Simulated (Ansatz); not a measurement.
A further run on bis(4-fluorophenyl)iodonium (C₁₂H₈F₂I⁺).

```yaml
crystal:
  periodic: [false, false, false]
  atoms:
    - {symbol: F, position_ang: [4.835020, 0.418240, 1.319591]}
    - {symbol: C, position_ang: [3.772608, 0.234782, 0.557137]}
    - {symbol: C, position_ang: [3.217637, -1.045349, 0.470088]}
    - {symbol: C, position_ang: [2.096825, -1.246803, -0.334629]}
    - {symbol: C, position_ang: [1.574919, -0.144684, -1.017914]}
    - {symbol: I, position_ang: [-0.143227, -0.435186, -2.242576]}
    - {symbol: C, position_ang: [-1.690707, -0.206887, -0.797491]}
    - {symbol: C, position_ang: [-2.144962, 1.083687, -0.508328]}
    - {symbol: C, position_ang: [-3.153403, 1.222805, 0.444503]}
    - {symbol: C, position_ang: [-3.669194, 0.078836, 1.062349]}
    - {symbol: F, position_ang: [-4.625349, 0.217184, 1.962515]}
    - {symbol: C, position_ang: [-3.211037, -1.206527, 0.758004]}
    - {symbol: C, position_ang: [-2.200336, -1.359367, -0.190803]}
    - {symbol: C, position_ang: [2.122120, 1.139540, -0.943786]}
    - {symbol: C, position_ang: [3.244736, 1.326582, -0.137487]}
    - {symbol: H, position_ang: [3.670397, -1.869266, 1.027249]}
    - {symbol: H, position_ang: [1.656508, -2.243205, -0.417652]}
    - {symbol: H, position_ang: [-1.737541, 1.968307, -1.004369]}
    - {symbol: H, position_ang: [-3.548650, 2.206627, 0.710718]}
    - {symbol: H, position_ang: [-3.649916, -2.071237, 1.262923]}
    - {symbol: H, position_ang: [-1.835064, -2.358415, -0.441410]}
    - {symbol: H, position_ang: [1.701131, 1.983023, -1.496031]}
    - {symbol: H, position_ang: [3.717476, 2.307314, -0.042610]}
basis:
  gaussian: {orbitals: STO-3G}
total_charge: 1
hamiltonian: {xc: {name: SPW92}}
output: {forces: true}
```

```sh
$ ansatz run in.yaml --threads 4 --pin off --events-out ev --progress --plain --max-ram 6963MiB
```

Output, abridged:

```
Functional definition: SPW92
1421 factors; integrals over basis functions are off by at most 4.2e-5 eV
mean field evaluation 1: about -203925.6551 eV, gradient 2.1e1 eV
mean field evaluation 2: about -203924.2392 eV, gradient 3.1e1 eV
mean field evaluation 4: about -203927.2720 eV, gradient 2.2e0 eV
mean field evaluation 8: about -203926.8734 eV, gradient 7.4e-2 eV
mean field evaluation 16: about -203926.8734 eV, gradient 2.6e-5 eV
mean field -203926.87338109 eV, -7494.1743701556 hartree, gradient 2.6e-5 eV, S^2 0.000000; 0 other end points of the search recorded, 0 dependent functions left out
reference -203926.87341650 eV, -7494.1743714568 hartree; 75, 75 occupied and 30, 30 virtual orbitals, 1421 factors
Total energy: -203926.87341650 eV, -7494.1743714568 hartree
Atom 0 at     4.835020     0.418240     1.319591 Å, force     1.412744     0.239765     1.011666 eV/Å
Atom 1 at     3.772608     0.234782     0.557137 Å, force     0.308102     0.045573     0.221116 eV/Å
Atom 2 at     3.217637    -1.045349     0.470088 Å, force    -0.743071    -0.902098    -0.333700 eV/Å
Atom 3 at     2.096825    -1.246803    -0.334629 Å, force     0.214918    -0.091957     0.169710 eV/Å
Atom 4 at     1.574919    -0.144684    -1.017914 Å, force    -0.364741    -0.026698    -0.138662 eV/Å
Atom 5 at    -0.143227    -0.435186    -2.242576 Å, force    -0.029208    -0.091621    -0.492891 eV/Å
Atom 6 at    -1.690707    -0.206887    -0.797491 Å, force     0.326686    -0.040473    -0.165014 eV/Å
Atom 7 at    -2.144962     1.083687    -0.508328 Å, force    -0.179078     0.141324     0.135674 eV/Å
Atom 8 at    -3.153403     1.222805     0.444503 Å, force     0.665104     0.671957    -0.713546 eV/Å
Atom 9 at    -3.669194     0.078836     1.062349 Å, force    -0.264304     0.053966     0.244336 eV/Å
Atom 10 at    -4.625349     0.217184     1.962515 Å, force    -1.271464     0.188366     1.192592 eV/Å
Atom 11 at    -3.211037    -1.206527     0.758004 Å, force     0.648602    -0.874925    -0.526570 eV/Å
Atom 12 at    -2.200336    -1.359367    -0.190803 Å, force    -0.193814    -0.086547     0.178092 eV/Å
Atom 13 at     2.122120     1.139540    -0.943786 Å, force     0.224859     0.163716     0.113437 eV/Å
Atom 14 at     3.244736     1.326582    -0.137487 Å, force    -0.746736     0.643844    -0.740571 eV/Å
Atom 15 at     3.670397    -1.869266     1.027249 Å, force     0.111739    -0.291181     0.164858 eV/Å
Atom 16 at     1.656508    -2.243205    -0.417652 Å, force    -0.161401    -0.326345    -0.042942 eV/Å
Atom 17 at    -1.737541     1.968307    -1.004369 Å, force     0.145110     0.264439    -0.173234 eV/Å
Atom 18 at    -3.548650     2.206627     0.710718 Å, force    -0.095105     0.317992     0.059606 eV/Å
Atom 19 at    -3.649916    -2.071237     1.262923 Å, force    -0.104561    -0.285335     0.132854 eV/Å
Atom 20 at    -1.835064    -2.358415    -0.441410 Å, force     0.137890    -0.309606    -0.103848 eV/Å
Atom 21 at     1.701131     1.983023    -1.496031 Å, force    -0.159544     0.265060    -0.196580 eV/Å
Atom 22 at     3.717476     2.307314    -0.042610 Å, force     0.117274     0.330786     0.003618 eV/Å
Dipole moment:    -0.000257     0.001648     0.009516 e Å
```

It took 2.5 s on 4 threads of Arm Neoverse V2 on a shared host.

The dipole of an ion depends on the origin.
